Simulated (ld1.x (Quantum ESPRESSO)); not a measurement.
**Which change was made? (I, TM)**

```
Element                 : iodine
Generator               : ld1.x (Quantum ESPRESSO) 7.5
Type                    : norm-conserving Troullier–Martins (Kleinman–Bylander form)
Functional              : PBE
Relativity              : fully relativistic
Frozen core             : [Kr] 4d10
Valence charge          : 7
Reference configuration : 5s1.5 5p5.5
Partial waves           : 5p (bound): rc 1.70 bohr; 5s (bound): rc 1.75 bohr
Local potential         : the s channel
Core correction         : Bessel-smoothed model core inside 1.40 bohr
```

Open shells are filled in proportion to 2j + 1 (rel_dist='average').

Cutoffs, loose and tight: the cutoffs (Ry, on a coarse ladder) from which the occupation-weighted sum of valence levels, in a spherical-Bessel basis at the reference potential, stays within 10 and 1 mRy of its value at 400 Ry. They do not see the model core or the augmentation charge, which bear on the density cutoff. Test errors are all-electron minus pseudo excitation energies from the reference, over the configurations 5s2 5p5; 5s2 5p4; 5s2 5p3; 5s2 5p2; 5s2 5p5.3; 5s2 5p4.5; 5s2 5p1; variants that change the core or the reference have their own tests.

The base gives: outcome: generated; cutoff, loose: 40 Ry; cutoff, tight: 70 Ry; bound ghosts: none; largest test error (meV): -97.

On the changes marked as counting shells twice: ld1.x takes every shell without a wave as core, so the model core holds the marked electrons as well and exchange and correlation see them twice. This cancels in the reference configuration, but the file is broken for other ones, and its errors say nothing about a proper core correction.

**Question.** After one change the result is: outcome: generated; cutoff, loose: 40 Ry; cutoff, tight: 70 Ry; bound ghosts: none; largest test error (meV): -123. Which change was it?
A. core correction Bessel-smoothed model core inside 2.06 bohr
B. wave 5s (bound): rc 1.75 bohr becomes 5s (bound): rc 2.66 bohr
C. core [Ar] 3d10 4s2, valence charge 23; reference 4p6 4d10 5s1 5p6; waves now 5s (bound): rc 1.70 bohr; 4p (bound): rc 0.75 bohr; 4d (bound): rc 1.00 bohr; local potential all-electron potential smoothed inside 0.85 bohr (lloc = -1); core correction a·sin(br)/r model core inside 0.65 bohr (5p counted twice)
D. all radii but the core radius scaled by about 0.79 (s 1.38, p 1.34 bohr)

**Answer.** A. The others give: all radii but the core radius scaled by about 0.79 (s 1.38, p 1.34 bohr) → outcome: generated; cutoff, loose: 160 Ry; cutoff, tight: 230 Ry; bound ghosts: p3/2, p1/2; largest test error (meV): -204 | wave 5s (bound): rc 1.75 bohr becomes 5s (bound): rc 2.66 bohr → outcome: generated; cutoff, loose: 35 Ry; cutoff, tight: 70 Ry; bound ghosts: none; largest test error (meV): +115 | core [Ar] 3d10 4s2, valence charge 23; reference 4p6 4d10 5s1 5p6; waves now 5s (bound): rc 1.70 bohr; 4p (bound): rc 0.75 bohr; 4d (bound): rc 1.00 bohr; local potential all-electron potential smoothed inside 0.85 bohr (lloc = -1); core correction a·sin(br)/r model core inside 0.65 bohr (5p counted twice) → outcome: generated, misses its reference levels by 0.32 eV; cutoff, loose: 260 Ry; cutoff, tight: over 300 Ry; bound ghosts: s; largest test error (meV): -868 over the solved tests; 3 of 7 tests not solved or not reliable.
